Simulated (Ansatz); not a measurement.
Total energies of `FC(F)(F)c1ccc(-c2ccc(-c3ccc(C(F)(F)F)s3)s2)s1` from Ansatz at PBE-D4/def2-TZVP, gas phase (1 Eh = 27.2114 eV = 2625.5 kJ/mol). The reference geometry is relaxed at PBE-D4/def2-SVP.

```json
{"state": "charge 0 singlet", "geometry": "reference", "energy (Eh)": "-2329.57979"}
{"state": "charge 1 doublet", "geometry": "reference", "energy (Eh)": "-2329.31246"}
{"state": "charge -1 doublet", "geometry": "reference", "energy (Eh)": "-2329.63342"}
{"state": "free F atom (doublet)", "geometry": "–", "energy (Eh)": "-99.66912"}
{"state": "free C atom (triplet)", "geometry": "–", "energy (Eh)": "-37.79597"}
{"state": "free S atom (triplet)", "geometry": "–", "energy (Eh)": "-397.93833"}
{"state": "free H atom (doublet)", "geometry": "–", "energy (Eh)": "-0.49962"}
```

Single mean-field runs in def2-TZVP are fitted with def2-universal-jkfit.

Question: Work out the vertical ionisation energy to the doublet.

Answer: E(charge 1 doublet) − E(charge 0 singlet) = -2329.31246 − (-2329.57979) = 0.26733 Eh = 7.27 eV. For comparison, −ε of the highest occupied level is 5.36 eV at this level, 1.91 eV less.

Question: Work out the vertical electron affinity, to the doublet.

Answer: E(charge 0 singlet) − E(charge -1 doublet) = -2329.57979 − (-2329.63342) = 0.05363 Eh = 1.46 eV. The basis lacks diffuse functions, which makes affinities too small.

Question: Give the fundamental gap IE − EA, the Mulliken electronegativity (IE + EA)/2 and the hardness (IE − EA)/2.

Answer: From the values in Eh: IE − EA = 0.26733 − 0.05363 = 0.21370 Eh = 5.82 eV; (IE + EA)/2 = 4.37 eV; (IE − EA)/2 = 2.91 eV. The HOMO–LUMO gap of the same run is 2.12 eV, 3.70 eV smaller than the fundamental gap.

Question: What is the binding energy per atom against free atoms?

Answer: Atoms: 6 × (-99.66912) + 14 × (-37.79597) + 3 × (-397.93833) + 6 × (-0.49962) = -2323.97101 Eh. Binding: -2323.97101 − (-2329.57979) = 5.60878 Eh = 152.62 eV, or 5.26 eV for each of 29 atoms (no zero-point energy, no counterpoise term).

At PBE-D4/def2-TZVP the highest occupied level of the charge -1 doublet lies above zero (up to 0.38 eV). By energy differences its removal costs 1.46 eV (vertical, to the charge 0 singlet, at PBE-D4/def2-TZVP); self-interaction error and the lack of diffuse functions both raise the level.
